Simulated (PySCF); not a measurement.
BCl₂, SMILES [B](Cl)Cl, multiplicity 2. Atoms are numbered in the order given.

```xyz
3

Cl     0.0000    -1.5281     0.1011
B      0.0000     0.0000    -0.6878
Cl     0.0000     1.5281     0.1011
```
Charge 0, spin multiplicity 2.

The structure is a stationary point at PBE0-D3(BJ)/def2-TZVP. The isomer is the one that the SMILES or the coordinates give; other isomers of the formula were not compared.

The numbers are results of TDA-LC-ωPBE/def2-TZVPD (PySCF), not measurements.

Vertical excitations. 

```
state    energy (eV)  λ (nm)      f                                                                       main pairs
-------  -----------  ------  -----  -------------------------------------------------------------------------------
root 1          2.34     530  0.007                                                                 α HOMO→LUMO 97 %
root 2          6.19     200  0.000                                                               α HOMO−1→LUMO 94 %
root 3          6.27     198  0.005                       α HOMO−2→LUMO 64 %, β HOMO→LUMO 17 %, β HOMO−1→LUMO+1 13 %
root 4          6.27     198  0.006                                           α HOMO→LUMO+1 70 %, α HOMO→LUMO+3 12 %
root 5          6.54     190  0.005                        α HOMO−2→LUMO 9 %, β HOMO→LUMO 66 %, β HOMO−1→LUMO+1 12 %
root 6          6.64     187  0.022  α HOMO→LUMO+8 34 %, α HOMO→LUMO+5 26 %, α HOMO→LUMO+3 17 %, α HOMO→LUMO+11 15 %
root 7          6.81     182  0.000                                                               β HOMO−1→LUMO 80 %
root 8          6.83     182  0.000                                                               β HOMO→LUMO+1 88 %
root 9          7.14     174  0.024                     α HOMO→LUMO+2 60 %, α HOMO→LUMO+9 21 %, β HOMO−1→LUMO+1 10 %
root 10         7.19     172  0.002                     α HOMO−3→LUMO 61 %, β HOMO−3→LUMO+1 19 %, β HOMO−2→LUMO 14 %
```
Unrestricted roots are not spin-pure.
